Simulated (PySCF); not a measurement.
C3H6AlF, SMILES [F][Al]([CH]=C)[CH3].

Geometry optimised at B3LYP-D3(BJ)/def2-SVP. The structure was generated by enumeration; whether it is a known compound was not checked. Other conformers were not sampled.

Level of theory: C-PCM-B3LYP/def2-SVP (PySCF 2.14.0).

The values are the electrostatic part of the solvation free energy, E(continuum) − E(gas) at the gas-phase geometry, in a cavity of scaled van der Waals radii (PySCF's table); cavitation and dispersion terms are not included. A continuum can't describe solvent molecules that bind to the metal. In vacuum the orbital gap is 6.46 eV. The dipole moment in vacuum is 2.01 D.

| solvent | ε | ΔG(elec) (kcal/mol) | dipole (D) | gap (eV) |
|---|---|---|---|---|
| water | 78.36 | -5.3 | 2.30 | 6.52 |
| tetrahydrofuran | 7.43 | -4.6 | 2.26 | 6.52 |
| acetonitrile | 35.69 | -5.2 | 2.30 | 6.52 |
